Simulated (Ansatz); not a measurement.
`[CH3][Al]([GaH2])[Br]` + `C[CH](C)[Zn][F]` → `C[CH](C)[Al]([CH3])[Br]` + `[F][Zn][GaH2]`  (redistribution)

Gas-phase electronic energies from Ansatz, PBE0-D4/def2-TZVP geometries. CBS: MP2 limit from def2 TZ/QZ plus the TZ coupled-cluster correction, frozen cores. DFT in def2-TZVPP. B3LYP here is the variant with VWN-RPA as its local correlation; programs differ in this. HSE06 is defined as in plane-wave codes. For Br, Ga, Zn outer-core shells are correlated without core-valence functions, which leaves a few kJ/mol of doubt a bond. Scalar relativity is left out up to krypton. Each species was taken in one conformer, which may not be the lowest.

`[CH3][Al]([GaH2])[Br]`:

Z-matrix (Å, degrees):
```
C
Al 1 1.947
H 1 1.095 2 110.2
H 1 1.093 2 113.0 3 121.2
H 1 1.095 2 110.1 3 -117.6
Ga 2 2.510 1 132.1 3 -121.8
Br 2 2.286 1 115.6 3 58.2
H 6 1.578 2 122.2 1 -91.4
H 6 1.578 2 122.2 1 90.9
```

`C[CH](C)[Zn][F]`:

Cartesian coordinates in Å:
```
C 0.578 0.326 1.225
C -0.365 0.218 0.031
C 0.389 0.373 -1.285
Zn -1.418 -1.413 0.080
F -2.375 -2.888 0.125
H 0.051 0.284 2.182
H 1.328 -0.470 1.227
H 1.125 1.277 1.195
H -1.103 1.026 0.102
H -0.275 0.365 -2.153
H 1.128 -0.421 -1.428
H 0.937 1.324 -1.301
```

`C[CH](C)[Al]([CH3])[Br]`:

Z-matrix (Å, degrees):
```
C
C 1 1.524
H 1 1.092 2 112.3
H 1 1.094 2 111.4 3 119.8
H 1 1.097 2 111.1 3 -120.7
C 2 1.532 1 111.4 3 176.9
Al 2 1.963 1 115.2 3 -57.0
H 2 1.101 1 108.2 3 59.4
H 6 1.095 2 111.5 1 61.2
H 6 1.094 2 112.6 1 -177.9
H 6 1.096 2 111.1 1 -57.6
C 7 1.944 2 124.9 1 -180.0
Br 7 2.277 2 118.4 1 -0.9
H 12 1.094 7 110.8 2 -127.7
H 12 1.093 7 112.5 2 -6.3
H 12 1.095 7 110.5 2 114.4
```

`[F][Zn][GaH2]`:

Cartesian coordinates in Å:
```
F -0.433 3.140 0.304
Zn -0.193 1.396 0.135
Ga 0.135 -0.980 -0.095
H 0.888 -1.804 1.013
H -0.397 -1.752 -1.357
```

**Question.** Is it downhill or uphill in electronic energy at CCSD(T)/CBS, and by how much? (Best estimate.)

**Answer.** The calculation gave: Downhill: ΔE = -45.4 kJ/mol.

**Question.** What do these levels give: B97M-V, B3LYP-D4, CAM-B3LYP-D4, PBE-QIDH, PBE0, B3LYP, HSE06, HF/def2-SVP, CCSD/def2-SVP, CCSD/def2-TZVPP, HF/def2-QZVPP, HF/CBS(def2)? (An estimate is asked.)

**Answer.** Computed: B97M-V -44.4, B3LYP-D4 -46.8, CAM-B3LYP-D4 -48.4, PBE-QIDH -42.6, PBE0 -40.6, B3LYP -43.8, HSE06 -40.4, HF/def2-SVP -59.3, CCSD/def2-SVP -49.5, CCSD/def2-TZVPP -42.3, HF/def2-QZVPP -57.1, HF/CBS(def2) -57.3 kJ/mol.

Largest T1 diagnostic among the species: 0.016.

In def2-TZVPP, CCSD(T) changes the Hartree–Fock value by +15.8 kJ/mol (the triples alone add +2.0 kJ/mol) and MP2 by +15.6 kJ/mol. At CCSD(T), def2-SVP lies −3.0 kJ/mol from the extrapolated value and def2-TZVPP +5.2 kJ/mol. From PBE to PBE0 (25 % exact exchange), in def2-TZVPP and without D4, ΔE moves by −5.3 kJ/mol.
